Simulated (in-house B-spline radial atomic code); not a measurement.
**Two electrons outside the [He] 2s2 core: Mg⁶⁺**

Computed with an all-electron radial atomic-structure program (B-spline basis): configuration interaction (CI) of the two valence electrons in the field of the frozen Dirac-Fock core, alone and with many-body perturbation theory for the core (screened one- and two-electron correlation potentials), Breit and QED terms; no-pair Dirac Hamiltonian, finite nucleus. Labels give the configuration (outer n counted up each series) and the leading LS term, or the jj pair where no LS term holds 70 %.

The outer s² shell of this core is soft: its mixing with p² is only treated to second order, so levels can be several per cent off.

Command:
```bash
python run_mb.py task.json out
```
Settings (nuclear radius in fm, box in bohr, cutoff in hartree):
```
basis_form          3
Z                   12
core_configuration  [He] 2s2
rms_radius          3.057
mass_number         24
speed_of_light      137.036
box_radius          11.25
lmax                6
intervals           64
virtual_cutoff      300.0
```

Run time, properties included: 35 s on 1 thread of Intel(R) Xeon(R) 6975P-C (shared host).

Excitation energies (cm⁻¹):

| level | purity of the LS term | CI alone | CI + MBPT + Breit + QED | Landé g of the LS mixture |
| --- | --- | --- | --- | --- |
| 2p2 3P0 | 0.999 | 0 | 0 | - |
| 2p2 3P1 | 1.0 | ? | ? | ? |
| 2p2 3P2 | 0.998 | 3275 | 2930 | 1.50 |
| 2p2 1D2 | 0.998 | 41275 | 40387 | 1.00 |
| 2p2 1S0 | 0.999 | ? | ? | ? |

Task: Where does 2p2 3P1 lie?

Result: 1176 cm⁻¹ in CI alone and 1108 cm⁻¹ with all corrections; g = 1.50.

Task: Where does 2p2 1S0 lie?

Result: 96814 cm⁻¹ in CI alone and 92445 cm⁻¹ with all corrections.

Task: What is the first ionisation energy?

Result: 225.37 eV to the 2p1/2 state of the next ion (223.51 eV from CI alone). NIST lists 225.02 ± 0.06 eV (semi-empirical).
